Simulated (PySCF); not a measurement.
Compound: TeOF2.
Z-matrix (Å and degrees, PBE0-D3(BJ)/def2-SVP geometry), rows numbered from 1:
```
Te
O   1  1.7852
F   1  1.9246  2  103.61
F   1  1.9244  2  103.58  3    94.98
```

The closed-shell ground state was solved at several levels (PySCF, density fitting, gas phase). Atoms past krypton carry effective core potentials; spin–orbit coupling is left out.

```csv
level,basis functions,total energy (Eh),HOMO (eV),LUMO (eV),gap (eV),dipole (D)
wB97X-D/pcSseg-1 (def2-TZVP on Te),101,-542.9089,-11.12,-1.08,10.04,4.23
PBE0/pcSseg-1 (def2-TZVP on Te),101,-542.6578,-9.24,-2.84,6.40,4.08
```

Estimate the row for PBE0/def2-SVPD, a basis of 104 functions; the other rows only guide the guess.

Total energy -542.4426 Eh, HOMO -9.43 eV, LUMO -3.08 eV, gap 6.35 eV, dipole 4.09 D.

Over all these levels, which gives the widest orbital gap and which the narrowest?

wB97X-D/pcSseg-1 (def2-TZVP on Te) (range-separated hybrid) has the widest, 10.04 eV, and PBE0/def2-SVPD (global hybrid, 25 % exact exchange) the narrowest, 6.35 eV. Functional and basis both differ between the two, so the spread mixes both effects.

How far do the dipole and the HOMO energy spread over the levels?

The dipole runs from 4.08 to 4.23 D (mean 4.13 D) and the HOMO from -11.12 to -9.24 eV.

Note: wB97X-D ran without an empirical dispersion term, which enters the total energy and its gradient alone.
